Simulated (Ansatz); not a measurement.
Consider the ligand exchange at a Ga–S bond: `C[N](C)[Ga]([OH])[SH]` + HCl → `C[N](C)[Ga]([OH])[Cl]` + H₂S.

Calculated with Ansatz (gas phase, PBE0-D4/def2-TZVP geometries, no zero-point term in ΔE). CBS: MP2 limit from def2 TZ/QZ plus the TZ coupled-cluster correction, frozen cores. This one scheme is used for every species. Functionals use def2-TZVPP. B3LYP here is the variant with VWN-RPA as its local correlation; programs differ in this. For Ga outer-core shells are correlated without core-valence functions, which leaves a few kJ/mol of doubt a bond. Scalar relativity is left out up to krypton. One conformer a species, not always the lowest.

```tsv
level	ΔE (eV)
PBE0-D4	-0.36
B3LYP-D4	-0.38
PBE	-0.35
r2SCAN	-0.38
HF/def2-TZVPP	-0.52
MP2/def2-TZVPP	-0.37
SCS-MP2/def2-TZVPP	-0.40
CCSD/CBS(def2)	-0.38
```

**Question.** What does CCSD(T)/CBS give? (An estimate is asked.)

**Answer.** Ansatz gave: -0.36 eV. The listed levels differ from it by 0.00, -0.02, 0.01, -0.02, -0.16, -0.01, -0.04, -0.02 eV.

Largest T1 diagnostic among the species: 0.013.

In def2-TZVPP, CCSD(T) changes the Hartree–Fock value by +0.15 eV (the triples alone add +0.02 eV) and MP2 by +0.16 eV. The D4 term adds +0.03 eV with B3LYP and +0.02 eV with PBE0; it sums over pairs of atoms, weighted by their polarisabilities, and B3LYP, whose exchange is more repulsive, gets the larger term.
